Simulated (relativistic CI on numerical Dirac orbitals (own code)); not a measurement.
**Electric-dipole lines of Cr⁶⁺**

Method of calculation: Dirac-Coulomb-Breit CI, KLI orbitals optimised for each configuration, model QED (radiative potential, 1s self-energy scaled to tabulated hydrogen-like ionisation energies), valence Slater integrals scaled by 0.9, configuration energies shifted to the measured levels that pair with them (semi-empirical) (own radial code, finite nucleus).

Configurations in the expansion (outside the closed core [Ne]): 3s²3p⁶, 3s²3p⁵3d, 3s3p⁶3d, 3s²3p⁵4s, 3s²3p⁵4p, 3s²3p⁵4d, 3s²3p⁵4f, 3s²3p⁵5s, 3s3p⁶4p, 3s²3p⁵5d, 3s²3p⁵6s, 3s²3p⁴3d², 3p⁶3d², 3s3p⁵3d², 3s²3p⁵5p, 3s3p⁶4s, 3s²3p⁴3d4s, 3s²3p⁵5f, 3s²3p⁵5g, 3s3p⁶4d, 3s²3p⁴3d4p, 3s3p⁶4f, 3s3p⁶5s, 3s3p⁶5p, 3s3p⁶5d, 3s3p⁶5f, 3s3p⁶5g, 3s3p⁵3d4s, 3s²3p⁴4s², 3s3p⁵3d4p. Levels of other configurations are missing.

| λ vac (nm) | Lower | Upper | A (s⁻¹) | E lower (eV) | E upper (eV) |
| --- | --- | --- | --- | --- | --- |
| 11.544 | 3s²3p⁶ ¹S0 [1] | 3s²3p⁵4d ¹P°1 [138] | 2.61e+10 | 0.000 | 107.398 |
| 14.649 | 3s²3p⁶ ¹S0 [1] | 3s²3p⁵4s ¹P°1 [27] | 2.51e+10 | 0.000 | 84.634 |
| 16.370 | 3s²3p⁵3d ³P°2 [4] | 3s²3p⁵4f ¹F3 [172] | 8.02e+09 | 42.913 | 118.651 |
| 16.667 | 3s²3p⁵3d ³P°0 [2] | 3s²3p⁵4f ³D1 [156] | 4.80e+10 | 42.304 | 116.691 |
| 16.670 | 3s²3p⁵3d ³P°1 [3] | 3s²3p⁵4f ³D2 [159] | 6.01e+10 | 42.501 | 116.875 |
| 16.712 | 3s²3p⁵3d ³P°1 [3] | 3s²3p⁵4f ³D1 [156] | 3.94e+10 | 42.501 | 116.691 |
| 16.715 | 3s²3p⁵3d ³P°2 [4] | 3s²3p⁵4f ³D3 [162] | 7.60e+10 | 42.913 | 117.089 |
| 16.763 | 3s²3p⁵3d ³P°2 [4] | 3s²3p⁵4f ³D2 [159] | 2.39e+10 | 42.913 | 116.875 |
| 16.780 | 3s²3p⁵3d ³F°3 [6] | 3s²3p⁵4f ³F4 [173] | 1.33e+10 | 44.816 | 118.704 |
| 16.942 | 3s²3p⁵3d ³F°4 [5] | 3s²3p⁵4f ³F4 [167] | 6.21e+09 | 44.495 | 117.675 |
| 17.044 | 3s²3p⁵3d ³F°4 [5] | 3s²3p⁵4f ³G4 [165] | 7.91e+09 | 44.495 | 117.237 |
| 17.052 | 3s²3p⁵3d ³F°3 [6] | 3s²3p⁵4f ³G3 [166] | 1.38e+10 | 44.816 | 117.527 |
| 17.079 | 3s²3p⁵3d ³F°4 [5] | 3s²3p⁵4f ³G5 [163] | 1.17e+11 | 44.495 | 117.091 |
| 17.120 | 3s²3p⁵3d ³F°3 [6] | 3s²3p⁵4f ³G4 [165] | 9.14e+10 | 44.816 | 117.237 |
| 17.137 | 3s²3p⁵3d ³F°2 [7] | 3s²3p⁵4f ³G3 [166] | 7.32e+10 | 45.176 | 117.527 |
| 17.422 | 3s²3p⁵3d ¹D°2 [9] | 3s²3p⁵4f ³G3 [171] | 6.76e+10 | 47.429 | 118.595 |
| 17.511 | 3s²3p⁵3d ³D°2 [11] | 3s²3p⁵4f ¹F3 [172] | 8.59e+10 | 47.849 | 118.651 |
| 17.536 | 3s²3p⁵3d ³D°1 [10] | 3s²3p⁵4f ³F2 [170] | 8.66e+10 | 47.730 | 118.431 |
| 17.573 | 3s²3p⁵3d ¹F°3 [12] | 3s²3p⁵4f ³F4 [173] | 9.13e+10 | 48.149 | 118.704 |
| 17.627 | 3s²3p⁵3d ³D°3 [8] | 3s²3p⁵4f ³F4 [167] | 9.61e+10 | 47.336 | 117.675 |
| 18.267 | 3s²3p⁵3d ¹D°2 [9] | 3s²3p⁵4f ¹D2 [155] | 4.78e+10 | 47.429 | 115.302 |
| 19.810 | 3s²3p⁶ ¹S0 [1] | 3s²3p⁵3d ¹P°1 [13] | 2.04e+11 | 0.000 | 62.586 |
| 25.518 | 3s²3p⁵3d ³P°1 [3] | 3s²3p⁵4p ³S1 [65] | 6.58e+09 | 42.501 | 91.088 |
| 25.736 | 3s²3p⁵3d ³P°2 [4] | 3s²3p⁵4p ³S1 [65] | 7.11e+09 | 42.913 | 91.088 |
| 25.878 | 3s²3p⁵3d ³F°4 [5] | 3s²3p⁵4p ³D3 [76] | 1.31e+10 | 44.495 | 92.407 |
| 26.073 | 3s²3p⁵3d ³F°3 [6] | 3s²3p⁵4p ³D2 [75] | 9.07e+09 | 44.816 | 92.369 |
| 37.908 | 3s²3p⁵3d ³P°2 [4] | 3s3p⁶3d ³D3 [16] | 1.51e+09 | 42.913 | 75.619 |
| 39.835 | 3s²3p⁵3d ³F°4 [5] | 3s3p⁶3d ³D3 [16] | 1.29e+09 | 44.495 | 75.619 |
| 80.172 | 3s²3p⁵4p ³S1 [65] | 3s²3p⁵4d ³P°2 [130] | 2.53e+09 | 91.088 | 106.553 |
| 84.885 | 3s²3p⁵4p ¹P1 [87] | 3s²3p⁵4d ³F°2 [143] | 3.99e+09 | 93.562 | 108.168 |
| 86.190 | 3s²3p⁵4p ³D2 [75] | 3s²3p⁵4d ³F°3 [133] | 3.59e+09 | 92.369 | 106.754 |
| 86.405 | 3s²3p⁵4p ³D1 [81] | 3s²3p⁵4d ³F°2 [136] | 3.16e+09 | 92.795 | 107.144 |
| 86.916 | 3s²3p⁵4p ³P2 [91] | 3s²3p⁵4d ³D°3 [144] | 4.59e+09 | 93.992 | 108.256 |
| 86.927 | 3s²3p⁵4p ³D3 [76] | 3s²3p⁵4d ³F°4 [131] | 4.35e+09 | 92.407 | 106.670 |
| 87.047 | 3s²3p⁵4p ³P1 [92] | 3s²3p⁵4d ³D°2 [145] | 3.33e+09 | 94.087 | 108.330 |
| 88.012 | 3s²3p⁵4p ³P2 [83] | 3s²3p⁵4d ³D°3 [137] | 3.53e+09 | 93.161 | 107.248 |
| 117.68 | 3s²3p⁵4d ³P°2 [130] | 3s²3p⁵4f ³D3 [162] | 1.97e+09 | 106.553 | 117.089 |
| 118.27 | 3s²3p⁵4d ³F°3 [133] | 3s²3p⁵4f ³G4 [165] | 2.33e+09 | 106.754 | 117.237 |
| 118.67 | 3s²3p⁵4d ³D°3 [144] | 3s²3p⁵4f ³F4 [173] | 2.55e+09 | 108.256 | 118.704 |
| 118.90 | 3s²3p⁵4d ³D°3 [137] | 3s²3p⁵4f ³F4 [167] | 2.23e+09 | 107.248 | 117.675 |
| 118.91 | 3s²3p⁵4d ³F°2 [143] | 3s²3p⁵4f ³G3 [171] | 2.37e+09 | 108.168 | 118.595 |
| 118.98 | 3s²3p⁵4d ³F°4 [131] | 3s²3p⁵4f ³G5 [163] | 2.53e+09 | 106.670 | 117.091 |
| 119.42 | 3s²3p⁵4d ³F°2 [136] | 3s²3p⁵4f ³G3 [166] | 2.12e+09 | 107.144 | 117.527 |
| 120.13 | 3s²3p⁵4d ³D°2 [145] | 3s²3p⁵4f ¹F3 [172] | 2.21e+09 | 108.330 | 118.651 |
| 130.75 | 3s²3p⁵4s ³P°2 [18] | 3s²3p⁵4p ³D3 [76] | 8.46e+08 | 82.924 | 92.407 |

Terms are leading LS components. Brackets give the number of a level in order of energy, since labels repeat. The list gives strong lines, with weight on those to low levels, without configurations that were not tied to measured data, without lines whose two gauges differ by over a factor of 2.5, among the lowest 400 of 746 levels, so that lines to higher ones, which can be the strongest, are missing. Levels whose partners in the same complex of configurations lie outside the list can be far off, and so can their lines. Rates are taken at the computed energies, electric ones in the length gauge.

Configurations whose levels could be paired with our table of measured levels were shifted onto them, all but the ground configuration, by the median error of their levels; single terms can still be off by 1,000 to 2,000 cm⁻¹ or more, and rates follow the energies as ν³ (E1, M1) or ν⁵ (E2). The others borrow a shift and can be off by several thousand cm⁻¹ or more. 48 of the 58 excited levels that our extract of the measured tables holds in this range could be paired (the sources list more); they are missed by 546 cm⁻¹ on average and 11758 at most, after the shifts were fitted to these levels, and levels without a partner can miss by more.
